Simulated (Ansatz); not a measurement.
Input file for Ansatz (a program for electronic structure): U-B3LYP-D3(BJ)/def2-SVP on C8H9 (SMILES C[CH]c1ccccc1).

Ansatz 0.2 input:
```yaml
crystal:
  periodic: [false, false, false]
  atoms:
    - {symbol: C, position_ang: [2.67470000, 0.03170000, -0.49650000]}
    - {symbol: C, position_ang: [1.59920000, 0.46380000, 0.43320000]}
    - {symbol: C, position_ang: [0.24880000, 0.19050000, 0.26150000]}
    - {symbol: C, position_ang: [-0.25420000, -0.54670000, -0.84500000]}
    - {symbol: C, position_ang: [-1.59760000, -0.79530000, -0.97740000]}
    - {symbol: C, position_ang: [-2.50490000, -0.33120000, -0.02990000]}
    - {symbol: C, position_ang: [-2.04150000, 0.39360000, 1.06460000]}
    - {symbol: C, position_ang: [-0.70260000, 0.65130000, 1.21280000]}
    - {symbol: H, position_ang: [3.64700000, 0.36700000, -0.14570000]}
    - {symbol: H, position_ang: [2.69800000, -1.05650000, -0.58950000]}
    - {symbol: H, position_ang: [2.51170000, 0.43520000, -1.49850000]}
    - {symbol: H, position_ang: [1.89400000, 1.03100000, 1.30350000]}
    - {symbol: H, position_ang: [0.43550000, -0.91400000, -1.58920000]}
    - {symbol: H, position_ang: [-1.95720000, -1.35820000, -1.82750000]}
    - {symbol: H, position_ang: [-3.55950000, -0.53170000, -0.14260000]}
    - {symbol: H, position_ang: [-2.74440000, 0.75510000, 1.80200000]}
    - {symbol: H, position_ang: [-0.34680000, 1.21440000, 2.06390000]}
basis:
  gaussian:
    orbitals: def2-SVP
hamiltonian:
  xc: b3lyp
  dispersion: d3bj
magnetization: {spin_polarized: true, initial_magnetization: 1}
relax: {f_tol: 0.004, max_steps: 120}
```

It printed:

```
WARN ansatz: RAYON_NUM_THREADS=8 ignored (pool sized by the plan → 8); use --threads N
Functional definition: B3LYP
integrals: 0.18 GiB planned
1835 factors; integrals over basis functions are off by at most 3.6e-4 eV
mean field: 1.80 GiB planned
mean field evaluation 1: about -8424.9912 eV, gradient 4.4e1 eV
mean field evaluation 2: about -8423.5536 eV, gradient 4.8e1 eV
mean field evaluation 4: about -8435.7176 eV, gradient 2.6e0 eV
mean field evaluation 8: about -8435.8074 eV, gradient 1.9e-1 eV
mean field evaluation 16: about -8435.8080 eV, gradient 5.1e-4 eV
mean field -8435.80800115 eV, -310.0102260461 hartree, gradient 5.3e-5 eV, S^2 0.778831; 0 other end points of the search recorded, 0 dependent functions left out
the calculation of the forces begins
reference -8435.80826462 eV, -310.0102357287 hartree; 29, 28 occupied and 128, 129 virtual orbitals, 1835 factors
relax step   1: F+E_penalty+E_count = -8436.58923237 eV  Δ(F+E_penalty+E_count) = +0.000e0 eV  max|allowed force component| = 7.977e-1 eV/Å  Δτ_max = 0.0000 Å  (36 SCF iters, accepted)
these checks for a lower state are left out or cut short: starts, cluster_reference, orbital_swaps, neighbouring_geometries, increment
integrals: 0.18 GiB planned
1835 factors; integrals over basis functions are off by at most 3.8e-4 eV
mean field: 1.80 GiB planned
mean field -8435.87737745 eV, -310.0127755781 hartree, gradient 2.2e-5 eV, S^2 0.779693; 0 other end points of the search recorded, 0 dependent functions left out
the calculation of the forces begins
reference -8435.87764269 eV, -310.0127853256 hartree; 29, 28 occupied and 128, 129 virtual orbitals, 1835 factors
relax step   2: F+E_penalty+E_count = -8436.65335452 eV  Δ(F+E_penalty+E_count) = -6.412e-2 eV  max|allowed force component| = 3.814e-1 eV/Å  Δτ_max = 0.0323 Å  (39 SCF iters, accepted)
these checks for a lower state are left out or cut short: starts, cluster_reference, orbital_swaps, neighbouring_geometries, increment
integrals: 0.18 GiB planned
1835 factors; integrals over basis functions are off by at most 3.9e-4 eV
mean field: 1.80 GiB planned
mean field evaluation 32: about -8435.8832 eV, gradient 5.3e-1 eV
mean field -8435.88503345 eV, -310.0130569310 hartree, gradient 2.1e-5 eV, S^2 0.779525; 0 other end points of the search recorded, 0 dependent functions left out
the calculation of the forces begins
reference -8435.88529923 eV, -310.0130666982 hartree; 29, 28 occupied and 128, 129 virtual orbitals, 1835 factors
relax step   3: F+E_penalty+E_count = -8436.65932701 eV  Δ(F+E_penalty+E_count) = -5.972e-3 eV  max|allowed force component| = 1.090e-1 eV/Å  Δτ_max = 0.0121 Å  (34 SCF iters, accepted)
these checks for a lower state are left out or cut short: starts, cluster_reference, orbital_swaps, neighbouring_geometries, increment
integrals: 0.18 GiB planned
1835 factors; integrals over basis functions are off by at most 3.9e-4 eV
mean field: 1.80 GiB planned
mean field -8435.88510253 eV, -310.0130594695 hartree, gradient 1.3e-5 eV, S^2 0.779241; 0 other end points of the search recorded, 0 dependent functions left out
the calculation of the forces begins
reference -8435.88536826 eV, -310.0130692350 hartree; 29, 28 occupied and 128, 129 virtual orbitals, 1835 factors
relax step   4: F+E_penalty+E_count = -8436.65947128 eV  Δ(F+E_penalty+E_count) = -1.443e-4 eV  max|allowed force component| = 1.648e-2 eV/Å  Δτ_max = 0.0028 Å  (34 SCF iters, accepted)
these checks for a lower state are left out or cut short: starts, cluster_reference, orbital_swaps, neighbouring_geometries, increment
integrals: 0.18 GiB planned
1835 factors; integrals over basis functions are off by at most 3.9e-4 eV
mean field: 1.80 GiB planned
mean field -8435.88513729 eV, -310.0130607470 hartree, gradient 4.6e-5 eV, S^2 0.779216; 0 other end points of the search recorded, 0 dependent functions left out
the calculation of the forces begins
reference -8435.88540303 eV, -310.0130705127 hartree; 29, 28 occupied and 128, 129 virtual orbitals, 1835 factors
relax step   5: F+E_penalty+E_count = -8436.65950552 eV  Δ(F+E_penalty+E_count) = -3.425e-5 eV  max|allowed force component| = 3.631e-3 eV/Å  Δτ_max = 0.0021 Å  (27 SCF iters, accepted)
integrals: 0.18 GiB planned
1835 factors; integrals over basis functions are off by at most 3.9e-4 eV
mean field: 1.80 GiB planned
mean field evaluation 64: about -8435.8851 eV, gradient 6.0e-4 eV
mean field -8435.88513729 eV, -310.0130607470 hartree, gradient 4.6e-5 eV, S^2 0.779216; 1 other end points of the search recorded, 0 dependent functions left out
the calculation of the forces begins
reference -8435.88540303 eV, -310.0130705127 hartree; 29, 28 occupied and 128, 129 virtual orbitals, 1835 factors
Total energy: -8436.65977126 eV, -310.0415280204 hartree
Atom 0 at     2.694852     0.031987    -0.500156 Å, force    -0.001351    -0.001790    -0.002858 eV/Å
Atom 1 at     1.622717     0.471849     0.441592 Å, force     0.002306     0.002513     0.003631 eV/Å
Atom 2 at     0.243798     0.194700     0.269544 Å, force     0.001865    -0.000502    -0.001520 eV/Å
Atom 3 at    -0.253831    -0.545793    -0.843624 Å, force     0.000162     0.000095     0.000409 eV/Å
Atom 4 at    -1.612481    -0.801325    -0.984303 Å, force    -0.000529    -0.000324    -0.000560 eV/Å
Atom 5 at    -2.530176    -0.335515    -0.031681 Å, force    -0.000169     0.000488     0.000469 eV/Å
Atom 6 at    -2.065702     0.395826     1.073192 Å, force    -0.001764    -0.000301    -0.000220 eV/Å
Atom 7 at    -0.711356     0.656700     1.223535 Å, force     0.000791     0.000717     0.001041 eV/Å
Atom 8 at     3.688261     0.361030    -0.164052 Å, force     0.000380     0.001821     0.002861 eV/Å
Atom 9 at     2.726551    -1.068975    -0.605531 Å, force    -0.000315    -0.000645    -0.001158 eV/Å
Atom 10 at     2.538887     0.431674    -1.520035 Å, force    -0.000162    -0.000846    -0.001022 eV/Å
Atom 11 at     1.910537     1.047128     1.326632 Å, force    -0.000714    -0.001000    -0.001462 eV/Å
Atom 12 at     0.443748    -0.917362    -1.596506 Å, force    -0.000539    -0.000014     0.000208 eV/Å
Atom 13 at    -1.967870    -1.371265    -1.846742 Å, force     0.000710     0.000370     0.000442 eV/Å
Atom 14 at    -3.596814    -0.539805    -0.148313 Å, force    -0.000288    -0.000202     0.000055 eV/Å
Atom 15 at    -2.774763     0.762302     1.819950 Å, force     0.000913    -0.000218    -0.000555 eV/Å
Atom 16 at    -0.356158     1.226845     2.086197 Å, force    -0.001296    -0.000162     0.000240 eV/Å
Dipole moment:     0.089703    -0.002936    -0.023260 e Å
```

The run converged.

Cost: about 110 core-seconds (a rough figure).
